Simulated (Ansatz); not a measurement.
Consider the formal exchange of groups at a C–F bond: `FC/C=C/[SiH3]` + CH₄ → `CC/C=C/[SiH3]` + H–F.

Isolated molecules relaxed with PBE0-D4/def2-TZVP in Ansatz; ΔE leaves out vibrations. CCSD(T)/CBS is the MP2 limit (def2-TZVPP, def2-QZVPP) plus CCSD(T) − MP2 in def2-TZVPP, frozen cores. This one scheme is used for every species. Double bonds are as drawn, so ΔE can hold a change between cis and trans. Functionals use def2-TZVPP. B3LYP here is the variant with VWN-RPA as its local correlation; programs differ in this. One conformer a species, not always the lowest.

| level | ΔE (kJ/mol) |
| --- | --- |
| B3LYP-D4 | -25.5 |
| HF/def2-QZVPP | -18.4 |

(1) What does CCSD(T)/CBS give? (Estimate.)

Largest T1 diagnostic among the species: 0.011.

## Answers

(1) The calculation gave: -42.4 kJ/mol. The listed levels differ from it by 16.9, 24.0 kJ/mol.

In def2-TZVPP, CCSD(T) changes the Hartree–Fock value by −20.5 kJ/mol (the triples alone add −1.6 kJ/mol) and MP2 by −30.4 kJ/mol. The D4 term adds −6.7 kJ/mol with B3LYP and −3.8 kJ/mol with PBE0; it sums over pairs of atoms, weighted by their polarisabilities, and B3LYP, whose exchange is more repulsive, gets the larger term.
